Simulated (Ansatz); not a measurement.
Diatomic BaN, multiplicity 2 (lowest of 2S+1 = 2, 4 at CCSD(T)/def2-TZVPP on PBE0 minima; our sources give no spin for the ground state, which may be another). No spin–orbit coupling.

The constants come from a fifth-degree fit in 1/R (seven points, main isotopes). Runs in def2 and cc sets follow the lowest solution found near the PBE0 minimum.

Codes used: Ansatz (Gaussian basis) for Hartree–Fock, density functionals and correlated methods.  In def2 rows elements past Kr take small-core potentials, without spin–orbit coupling.

Energies at BHLYP/def2-TZVPP:

```tsv
R (Å)	E (hartree)
1.847294	-80.02808162
1.896953	-80.03358386
1.942639	-80.03646439
1.994283	-80.03757060
2.045928	-80.03673742
2.105518	-80.03377348
2.175040	-80.02814127
```

With a reduced mass of 12.7123 u, find the minimum, the force constant and the constants.

A fifth-degree polynomial in 1/R puts the minimum at r_e = 1.9965 Å with force constant 314 N/m. Then ω_e = (1/2πc)√(k/μ) = 648 cm⁻¹ and B_e = h/(8π²cμr_e²) = 0.3327 cm⁻¹; the cubic and quartic terms give α_e = 0.0012 and ω_e x_e = 1.7 cm⁻¹.

Ansatz is a first-principles code.
